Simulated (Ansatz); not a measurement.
Process, species as SMILES: B=[N] (BH-N) → B=[N-] (an electron is taken up)
B3LYP-D3(BJ)/def2-TZVP geometries, fixed; electronic energies without zero-point terms; positive where energy is released.

How fast the adiabatic electron affinity converges with the basis for several methods (Ansatz, a program for electronic structure): deviation from each method's own reference, in eV. References: CCSD(T) 3.029 eV, Hartree-Fock in aug-cc-pVQZ plus the correlation part extrapolated as X^-3 from aug-cc-pVTZ and aug-cc-pVQZ; HF 1.161 eV, the value in aug-pcseg-3; MP2 3.404 eV, Hartree-Fock in aug-cc-pVQZ plus the correlation part extrapolated as X^-3 from aug-cc-pVTZ and aug-cc-pVQZ; PBE 3.019 eV, the value in aug-pcseg-3; PBE0 2.799 eV, the value in aug-pcseg-3; wB97M-V 2.837 eV, the value in aug-pcseg-3. Cartesian d functions, on some or all atoms, in 6-31G**; all else is spherical. In correlated methods cores are frozen. Open shells are unrestricted. No added dispersion term, no relativity. Functionals ending in -V hold VV10 correlation. 

```json
[
 {"basis": "3-21G", "functions": "20", "CCSD(T)": "-1.094", "HF": "-0.385", "MP2": "-1.110", "PBE": "-0.629", "PBE0": "-0.500", "wB97M-V": "-0.605"},
 {"basis": "6-31G", "functions": "20", "CCSD(T)": "-0.987", "HF": "-0.317", "MP2": "-0.998", "PBE": "-0.595", "PBE0": "-0.460", "wB97M-V": "-0.548"},
 {"basis": "6-31G**", "functions": "35", "CCSD(T)": "-1.030", "HF": "-0.567", "MP2": "-1.096", "PBE": "-0.771", "PBE0": "-0.659", "wB97M-V": "-0.732"},
 {"basis": "6-311G**", "functions": "42", "CCSD(T)": "-0.554", "HF": "-0.204", "MP2": "-0.596", "PBE": "-0.296", "PBE0": "-0.242", "wB97M-V": "-0.272"},
 {"basis": "6-311+G**", "functions": "50", "CCSD(T)": "-0.270", "HF": "0.045", "MP2": "-0.301", "PBE": "0.011", "PBE0": "0.021", "wB97M-V": "0.025"},
 {"basis": "aug-pcseg-1", "functions": "55", "CCSD(T)": "-0.225", "HF": "0.047", "MP2": "-0.267", "PBE": "0.013", "PBE0": "0.022", "wB97M-V": "0.013"},
 {"basis": "def2-TZVPPD", "functions": "91", "CCSD(T)": "-0.124", "HF": "-0.020", "MP2": "-0.152", "PBE": "-0.044", "PBE0": "-0.031", "wB97M-V": "-0.028"},
 {"basis": "cc-pVQZ", "functions": "140", "CCSD(T)": "-0.112", "HF": "-0.048", "MP2": "-0.133", "PBE": "-0.076", "PBE0": "-0.058", "wB97M-V": "-0.064"}
]
```

Mean absolute deviation over 6-311G**, 6-311+G**, def2-TZVPPD: HF 0.090, PBE0 0.098, wB97M-V 0.108, PBE 0.117, CCSD(T) 0.316, MP2 0.350 eV.
